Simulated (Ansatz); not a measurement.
Geometry optimisation, Ansatz 0.2.0, RKS B3LYP-D4/def2-SVP.

The input (input.yaml):

```yaml
crystal:
  periodic: [false, false, false]
  atoms:
    - { symbol: Al, position_ang: [0.0, 0.0, 0.0] }
    - { symbol: F, position_ang: [0.0, 0.0, 2.04] }
    - { symbol: Cl, position_ang: [1.9312, 0.0, -1.115] }
    - { symbol: Cl, position_ang: [-1.9312, 0.0, -1.115] }
    - { symbol: O, position_ang: [0.0869, -1.972, 0.6559] }
    - { symbol: Si, position_ang: [-0.6831, -3.2686, -0.0846] }
    - { symbol: H, position_ang: [0.2217, -4.4137, -0.1261] }
    - { symbol: H, position_ang: [-1.8799, -3.6221, 0.6732] }
    - { symbol: H, position_ang: [-1.0612, -2.8984, -1.4453] }
    - { symbol: H, position_ang: [0.0526, -1.1932, 1.752] }
basis:
  gaussian: { orbitals: def2-SVP }
hamiltonian:
  xc: b3lyp
  dispersion: d4
relax:
  f_tol: 0.15
  max_steps: 25
  restrain:
    - { distance: [0, 4], at: 1.78, k: 30.0 }
    - { distance: [9, 1], at: 0.92, k: 30.0 }
    - { distance: [0, 1], at: 2.89, k: 30.0 }
    - { distance: [9, 4], at: 2.21, k: 30.0 }
```

Run as:

```bash
$ ansatz run input.yaml --threads 4 --pin off --max-ram 5120MiB --backend cpu --events-out ev --progress --plain --runs-dir out
```

Where does it end, and by what steps?

The forces met the threshold. The restraints hold the end off the free minimum; the threshold counts their pulls, which the force column leaves out. Restrained pairs: Al1–O5 (2.08 → 1.75 Å), F2–H10 (1.23 → 0.93 Å), Al1–F2 (2.04 → 2.87 Å), O5–H10 (1.35 → 2.21 Å). After 7 steps the energy has fallen by 0.852 eV (the restraints' own energy left out); Cl4 moved furthest, 0.76 Å.

| step | energy less start (eV) | largest force component (eV/Å) | accepted |
| --- | --- | --- | --- |
| 0 | 0.0000 | 3.445 | yes |
| 1 | -0.0137 | 3.473 | yes |
| 2 | -0.2478 | 3.087 | yes |
| 3 | -0.4905 | 1.491 | yes |
| 4 | -0.7283 | 1.199 | yes |
| 5 | -0.8056 | 0.992 | yes |
| 6 | -0.8248 | 0.948 | yes |
| 7 | -0.8515 | 0.924 | yes |

```xyz
10
Properties=species:S:1:pos:R:3
Al -0.002 -0.295 -0.521
F 0.113 -0.127 2.346
Cl 1.883 0.426 -1.023
Cl -1.732 0.731 -1.067
O -0.148 -1.901 0.156
Si -0.734 -3.441 -0.139
H 0.335 -4.442 0.149
H -1.913 -3.707 0.733
H -1.144 -3.572 -1.571
H 0.080 -1.039 2.173
```

The run took 19 s on 4 threads of Arm Neoverse V2, with other jobs on the host, peak memory 0.31 GiB.
